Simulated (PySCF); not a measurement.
CoF2, SMILES [Co+]([F])[F] (connectivity only; charge and spin as stated), charge +1, multiplicity 5.

Geometry optimised at ωB97X-D3(BJ)/def2-TZVP. The spin state was assumed, not searched.

Two levels are set side by side: PBE/def2-TZVPD (PySCF) and B3LYP/def2-TZVPD (PySCF). Same geometry, gas phase. Differences are taken from unrounded values.

```
quantity                     B3LYP   PBE  PBE minus B3LYP
---------------------------  -----  ----  ---------------
α-spin orbital gap (eV)      10.56  7.95            -2.62
β-spin orbital gap (eV)       4.92  1.36            -3.56
mean polarisability (bohr³)   22.8  23.6              0.8
```

Loosely held outer electrons make PBE densities more polarisable. Differences between two approximate levels are no errors against the true value.

Rough cost on one machine, each run with all the roots and properties that it gave: B3LYP against PBE within a factor of 2.
